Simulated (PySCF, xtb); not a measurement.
1-bromo-3-fluoropropa-1,2-diene (C3H2BrF), SMILES FC=C=CBr.

GFN2-xTB run with xtb at its own geometry gives an orbital gap of 4.12 eV and a dipole moment of 2.79 D.

Coordinates come from a B3LYP-D3(BJ)/def2-SVP optimisation.

### Question
What does r2SCAN/def2-TZVP run with PySCF give? (Estimate from the structure and the level; the computed values follow.)

### Answer
gap 4.88 eV (levels -6.86 and -1.98 eV), dipole 1.50 D.
